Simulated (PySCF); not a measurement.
# NMR data sheet: C$_{7}$H$_{14}$N$_{2}$Si

* Formula: C7H14N2Si
* SMILES: Cn1cc([Si](C)(C)C)cn1
* InChI: InChI=1S/C7H14N2Si/c1-9-6-7(5-8-9)10(2,3)4/h5-6H,1-4H3
* Point group of the computed structure: Cs
* Degrees of unsaturation: 3
* Carbon signals: 5
* Proton signals: 4

Bonds (- single, = double, # triple, : aromatic): C1-N2, N2:C3, C3:C4, C4-Si5, Si5-C6, Si5-C7, Si5-C8, C4:C9, C9:N10, N10:N2. C1 carries H11, H12, H13; C3 carries H14; C6 carries H15, H16, H17; C7 carries H18, H19, H20; C8 carries H21, H22, H23; C9 carries H24.

Level of theory: shieldings: GIAO PBE0/pcSseg-1, geometry: GFN2-xTB, in PySCF (in vacuum, equivalent nuclei averaged, non-relativistic Hamiltonian, one conformer).

Chemical shifts δ = σref − σ; 1H, 13C, 29Si against TMS; 15N vs NH3, all at this level.

| carbon | δC, type | δH (multiplicity) | HMBC from (2–3 bonds) | span of the C tensor (ppm) |
| --- | --- | --- | --- | --- |
| C1 | 39.3, CH3 | 3.95 (s) | H14 | 59 |
| C3 | 137.8, CH | 7.11 (m) | H24, H11/H12/H13 | 154 |
| C4 | 118.8, C | – | H24, H14, H15/H16/H17/H18/H19/H20/H21/H22/H23 | 151 |
| C6/C7/C8 | 0.3, CH3 | 0.19 (s) | H15/H16/H17/H18/H19/H20/H21/H22/H23 | 10 |
| C9 | 148.4, CH | 7.63 (m) | H14 | 183 |

Other nuclei:
```csv
atoms,nucleus,environment,δ (ppm),σ (ppm)
Si5,29Si,silicon bonded to 4 C,-12.9,362.1
N10,15N,pyridine-type nitrogen of an azole,352.0,-84.3
N2,15N,pyrrole-type ring nitrogen,228.2,39.5
```

- Carbon types of the structure: 1 × C, 2 × CH, 4 × CH3, which accounts for all hydrogens.
- δC 148.4, 137.8: aromatic CH next to a ring nitrogen.
- δC 118.8: substituted aromatic carbon.
- δC 0.3: methyl carbon bonded to Si; an electropositive neighbour leaves it electron-rich and shielded.
- δH 3.95: hydrogen on a methyl carbon bonded to N; its carbon carries N, which withdraws density.
- δH 0.19: hydrogen on a methyl carbon bonded to Si; an electropositive neighbour shields it, as in TMS itself.

Shifts are as computed. Against solution values, carbons near 30 ppm lie about +3 ppm off and those near 130 ppm about +5 ppm. Of 1211 compounds with measured shifts, 218 miss one by over three times the rms of a fit or turn the order of signals round; such compounds aren't used in these exercises. Experimental scales use liquid or dissolved standards, which lie at an offset from isolated NH3 (liquid NH3: subtract about 20 ppm). Unscaled 15N shifts of sp2 nitrogen come out 20 to 40 ppm too high even then. No couplings were computed; multiplicities are counted from neighbouring protons, with m where these are inequivalent, close in shift, in a saturated or five-membered ring or joined by F or P, and br s for small geminal =CH2 splittings.
